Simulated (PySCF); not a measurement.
Constitutional and geometric isomers with formula C2H6Si. All species are isolated molecules in the gas phase. Strings in code marks are SMILES.

The numbers are results of PBE0-D3(BJ)/def2-TZVP in PySCF 2.14.0, not measurements. All candidates: neutral, multiplicity 1. Excitations are Tamm–Dancoff values on a coarser integration grid. The basis has no diffuse functions, so Rydberg states are missing or too high.

```yaml
dipole_moment: 0.11 D
HOMO–LUMO gap: 7.23 eV
S1 excitation (TDA): 6.51 eV
```

Problem. Name which member has these values.
A) `C=[SiH]C`
B) `C1C[SiH2]1`
C) `CC=[SiH2]`
D) `C=C[SiH3]`

Solution. B, `C1C[SiH2]1`. The others give `C=[SiH]C`: 1.71 D, 5.58 eV, 5.70 eV; `C=C[SiH3]`: 0.77 D, 7.54 eV, 6.80 eV; `CC=[SiH2]`: 0.20 D, 5.13 eV, 5.31 eV
